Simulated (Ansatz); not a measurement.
`[CH3][In]([NH2])[NH2]` and `[NH2][In]([NH2])[Cl]` differ in one atom or group.

Ansatz, PBE0-D4/def2-TZVP geometries, multiplicity 1. Each molecule was computed in one conformer, which needn't be the lowest.

Elements past krypton have def2 core potentials.

```
                                      property  `[CH3][In]([NH2])[NH2]`
           LUMO energy (B3LYP/def2-TZVPP) / eV                    -0.69
             HOMO energy (PBE/def2-TZVPP) / eV                    -5.11
            HOMO energy (PBE0/def2-TZVPP) / eV                    -6.46
       HOMO–LUMO gap (ωB97M-V/def2-TZVPP) / eV                     9.90
         HOMO–LUMO gap (B3LYP/def2-TZVPP) / eV                     5.54
size of the dipole moment (PBE/def2-TZVPP) / D                     1.50
```

(1) What does the change do to each property? (Best estimate.)

Results:

(1) Computed: 
```
                                      property  `[NH2][In]([NH2])[Cl]`  shift
           LUMO energy (B3LYP/def2-TZVPP) / eV                   -1.59  -0.90
             HOMO energy (PBE/def2-TZVPP) / eV                   -6.09  -0.98
            HOMO energy (PBE0/def2-TZVPP) / eV                   -7.50  -1.04
       HOMO–LUMO gap (ωB97M-V/def2-TZVPP) / eV                   10.39   0.49
         HOMO–LUMO gap (B3LYP/def2-TZVPP) / eV                    5.66   0.12
size of the dipole moment (PBE/def2-TZVPP) / D                    2.87   1.37
```

With PBE0 the HOMO falls by 1.04 eV and the LUMO falls by 0.88 eV, so the gap widens by about 0.16 eV. PBE moves the HOMO by -0.98 eV and ωB97M-V by -1.03 eV. The zero-point energy changes by -88.6 kJ/mol with -9 modes. Dipoles are sizes alone; their direction can turn.

B3LYP here is the variant with VWN-RPA as its local correlation; programs differ in this.
